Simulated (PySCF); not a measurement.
H4OS2Si, SMILES O[SiH](S)S. Coordinates come from a PBE-D3(BJ)/def2-SVP optimisation. Other conformers were not sampled.

Method: PySCF with PBE-D3(BJ)/def2-SVP.

Harmonic wavenumbers (cm⁻¹): 99, 144, 188, 223, 259, 277, 469, 539, 667, 708, 739, 818, 821, 903, 2144, 2610, 2614, 3745. Rotational constants (GHz): 4.249, 2.389, 1.665; symmetry number 1.

Question: Work out the zero-point energy and the ideal-gas rigid-rotor harmonic-oscillator thermochemistry at 298.15 K and 1 atm.

Answer: ZPE = ½ Σ hcν = ½ × 17965 cm⁻¹ = 25.68 kcal/mol. H − E(el) = 30.81 kcal/mol. Entropy in cal/(mol K): translation 40.06, rotation 27.34, vibration 16.37, total 83.78. G − E(el) = 5.83 kcal/mol. Cp = 25.63 cal/(mol K). Modes under 150 cm⁻¹ make the vibrational entropy uncertain.
